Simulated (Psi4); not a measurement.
The Psi4 input:
```
memory 2 GB

molecule {
0 1
  F    -1.19207752   -0.51377151   -0.18821499
  S     0.17877923    0.57426032    0.06825262
  F     1.33971445   -0.41205851    0.21938245
}

set basis 6-31g

optimize('scf')
print_variables()
```

What does this run give for the total energy at the end of the optimisation, nuclear repulsion energy, number of basis functions?


| Quantity | Value |
|---|---|
| total energy at the end of the optimisation | -596.2152 Eh |
| nuclear repulsion energy | 107.0065 Eh |
| number of basis functions | 31 |
